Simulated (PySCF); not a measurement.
## aluminum trifluoride: 4 charge schemes on one density

Species: aluminum trifluoride, AlF3.
Numbering: `[F:1][Al:2]([F:3])[F:4]`

Geometry (PBE0-D3(BJ)/def2-TZVP, Å), atoms numbered from 1 in this order:
```
atom  x, y, z in Å
F1    -0.9158   -1.3445   -0.0139
Al2    0.0107   -0.0054   -0.0082
F3     1.6341   -0.1417   -0.0106
F4    -0.6878    1.4666    0.0002
```

Density: PBE0/pcSseg-2 (PySCF); schemes: Mulliken, IAO, Hirshfeld and ESP-fitted. Geometry: PBE0-D3(BJ)/def2-TZVP; no solvent, vibrations or thermal averaging.

**Question.** Do the Mulliken, IAO, Hirshfeld and ESP-fitted schemes agree on where the charge is highest?

**Answer.** All schemes agree: Mulliken Al2 (+1.451); IAO Al2 (+1.715); Hirshfeld Al2 (+0.863); ESP-fitted Al2 (+1.516).

**Question.** Which atoms carry the lowest charge in the Mulliken, IAO, Hirshfeld and ESP-fitted schemes?

**Answer.** All schemes pick atoms of one kind: Mulliken F3 and F4 (-0.484); IAO F1, F3 and F4 (-0.572); Hirshfeld F1 (-0.288); ESP-fitted F1 (-0.506).

**Question.** For which atoms does the sign change between the 4 schemes (beyond +0.03 e in one, beyond −0.03 e in another)?

**Answer.** For none.

**Question.** Tabulate the Mulliken, IAO, Hirshfeld and ESP-fitted charges.

**Answer.** In e:

| atom | environment | Mulliken | IAO | Hirshfeld | ESP-fitted |
| --- | --- | --- | --- | --- | --- |
| F1 | fluorine bonded to Al | -0.483 | -0.572 | -0.288 | -0.506 |
| Al2 | aluminium bonded to 3 F | +1.451 | +1.715 | +0.863 | +1.516 |
| F3 | fluorine bonded to Al | -0.484 | -0.572 | -0.287 | -0.505 |
| F4 | fluorine bonded to Al | -0.484 | -0.572 | -0.287 | -0.505 |

Mean size of the charges over all atoms: IAO 0.858 e, ESP-fitted 0.758 e, Mulliken 0.726 e, Hirshfeld 0.431 e. Each set sums to the total charge, 0, to within 0.001 e. The Mulliken scheme gives each basis function's population to the atom it is centred on and halves the overlap population of two atoms between them.

**Question.** How many electrons does the Mulliken scheme count on F3?

**Answer.** Z − q = 9 − (-0.484) = 9.484.

**Question.** Sum the charges by element, for elements with more than one atom.

**Answer.** 
```csv
element,atoms,Mulliken,IAO,Hirshfeld,ESP-fitted
F,3,-1.451,-1.715,-0.863,-1.516
```
